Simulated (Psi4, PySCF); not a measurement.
H2BrClGaN (SMILES [NH2][Ga]([Cl])[Br]), singlet, at a GFN2-xTB geometry (such geometries of metal compounds can be far from the true shape), atoms displaced at random by about 0.03 Å a coordinate. Base run: TPSS/STO-3G, gradient (PySCF).

PySCF was given this input:
```python
from pyscf import gto, scf, dft

mol = gto.M(
    atom='''
Ga    0.107467    0.274871   -0.537453
Cl    2.011655    0.030229   -1.171284
Br   -0.739287   -0.598498    1.364674
N    -1.154133    1.289196   -1.378037
H    -2.187731    1.255527   -1.182921
H    -1.024013    1.659092   -2.350950
''',
    basis='sto-3g',
    charge=0,
    spin=0,
    verbose=3,
)

mf = dft.RKS(mol)
mf.xc = 'tpss'
mf.kernel()
g = mf.nuc_grad_method()
grad = g.kernel()
```

Programs used: Psi4, PySCF; a row that names a program was run with it.

The coordinate followed is x of atom 3.

Each row names what was changed in the base input (with any setting that the change needs).

```
change                                                  dE/dx (Eh/bohr)  net force (Eh/bohr)
------------------------------------------------------  ---------------  -------------------
base                                                          -0.005385             0.000303
conv_tol = 1e-11                                              -0.005385             0.000303
finite difference step (bohr) = 0.01; conv_tol = 1e-11        -0.005480                    -
finite difference step (bohr) = 0.2; conv_tol = 1e-11         -0.005529                    -
finite difference step (bohr) = 0.05; conv_tol = 1e-11        -0.005483                    -
grids.level = 5; grid_response = off                          -0.005320             0.000005
grids.level = 0; grid_response = off                          -0.005660             0.010174
conv_tol = 1e-6                                               -0.005384             0.000303
finite difference step (bohr) = 1e-4; conv_tol = 1e-11        -0.005480                    -
finite difference step (bohr) = 1e-3; conv_tol = 1e-11        -0.005480                    -
grids.level = 1; grid_response = off                          -0.004557             0.000499
code = psi4                                                   -0.005065             0.000204
```

The net force is zero for an exact gradient.
